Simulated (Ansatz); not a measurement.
```yaml
crystal:
  periodic: [false, false, false]
  atoms:
    - {symbol: C, position_ang: [1.875965, -0.015144, -0.494634]}
    - {symbol: C, position_ang: [-0.914774, 1.605659, -0.470037]}
    - {symbol: C, position_ang: [-0.938184, -1.621420, -0.507441]}
    - {symbol: Ge, position_ang: [0.016380, -0.030614, 0.140329]}
    - {symbol: N, position_ang: [0.110334, -0.209216, 1.999519]}
    - {symbol: H, position_ang: [-0.819517, -0.238521, 2.436906]}
    - {symbol: H, position_ang: [0.613774, 0.570294, 2.441832]}
    - {symbol: H, position_ang: [1.909340, 0.017557, -1.601890]}
    - {symbol: H, position_ang: [2.402337, -0.926640, -0.150019]}
    - {symbol: H, position_ang: [2.420134, 0.870188, -0.108575]}
    - {symbol: H, position_ang: [-0.936495, 1.649298, -1.578316]}
    - {symbol: H, position_ang: [-0.399518, 2.514123, -0.098406]}
    - {symbol: H, position_ang: [-1.960626, 1.624338, -0.102937]}
    - {symbol: H, position_ang: [-1.975536, -1.648279, -0.117360]}
    - {symbol: H, position_ang: [-0.415849, -2.539507, -0.174387]}
    - {symbol: H, position_ang: [-0.987757, -1.622115, -1.614575]}
basis:
  gaussian: {orbitals: cc-pVDZ, final_grid: {core_spheres: 20, valence_spheres: 16, degree: 47}}
hamiltonian: {xc: {name: wB97X-V}}
accuracy: high
scf: {lower_state_search: off}
output: {forces: true}
```

```sh
$ ansatz run in.yaml --threads 4 --pin off --events-out ev --progress --plain --max-ram 4787MiB
```

Output, abridged:

```
Functional definition: wB97X-V
3371 factors; integrals over basis functions are off by at most 4.6e-9 eV
533 factors; integrals over basis functions are off by at most 2.6e-9 eV
mean field evaluation 1: about -61285.5023 eV, gradient 5.6e1 eV
mean field evaluation 2: about -61288.3624 eV, gradient 4.3e1 eV
mean field evaluation 4: about -61292.3126 eV, gradient 1.6e0 eV
mean field evaluation 8: about -61292.5053 eV, gradient 7.0e-2 eV
mean field evaluation 16: about -61292.5053 eV, gradient 3.4e-5 eV
mean field -61292.50528201 eV, -2252.4580235615 hartree, gradient 2.4e-8 eV, S^2 0.000000; 0 other end points of the search recorded, 0 dependent functions left out
reference -61292.50528181 eV, -2252.4580235544 hartree; 34, 34 occupied and 104, 104 virtual orbitals, 3371 factors
Total energy: -61292.50528181 eV, -2252.4580235544 hartree
Atom 0 at     1.875965    -0.015144    -0.494634 Å, force    -0.033234     0.003247     0.012275 eV/Å
Atom 1 at    -0.914774     1.605659    -0.470037 Å, force     0.031708    -0.056286     0.050090 eV/Å
Atom 2 at    -0.938184    -1.621420    -0.507441 Å, force     0.013927     0.030466     0.012961 eV/Å
Atom 3 at     0.016380    -0.030614     0.140329 Å, force    -0.001559     0.002892    -0.061802 eV/Å
Atom 4 at     0.110334    -0.209216     1.999519 Å, force    -0.108400     0.190254     0.027136 eV/Å
Atom 5 at    -0.819517    -0.238521     2.436906 Å, force     0.244471     0.035054    -0.108635 eV/Å
Atom 6 at     0.613774     0.570294     2.441832 Å, force    -0.155667    -0.189434    -0.109539 eV/Å
Atom 7 at     1.909340     0.017557    -1.601890 Å, force     0.002293    -0.008200     0.189924 eV/Å
Atom 8 at     2.402337    -0.926640    -0.150019 Å, force    -0.092432     0.160355    -0.065889 eV/Å
Atom 9 at     2.420134     0.870188    -0.108575 Å, force    -0.094174    -0.156471    -0.068286 eV/Å
Atom 10 at    -0.936495     1.649298    -1.578316 Å, force     0.006781    -0.012599     0.203433 eV/Å
Atom 11 at    -0.399518     2.514123    -0.098406 Å, force    -0.090654    -0.154841    -0.069651 eV/Å
Atom 12 at    -1.960626     1.624338    -0.102937 Å, force     0.179774    -0.000942    -0.068977 eV/Å
Atom 13 at    -1.975536    -1.648279    -0.117360 Å, force     0.182344     0.003577    -0.069441 eV/Å
Atom 14 at    -0.415849    -2.539507    -0.174387 Å, force    -0.092257     0.161621    -0.063385 eV/Å
Atom 15 at    -0.987757    -1.622115    -1.614575 Å, force     0.007079    -0.008692     0.189787 eV/Å
Dipole moment:    -0.112171     0.199117    -0.033243 e Å
Checks for a lower state left out: stability, starts, cluster_reference, orbital_swaps, neighbouring_geometries, increment
```

Run time 22 s (4 threads of Arm Neoverse V2 on a shared host), peak host memory 0.76 GiB.
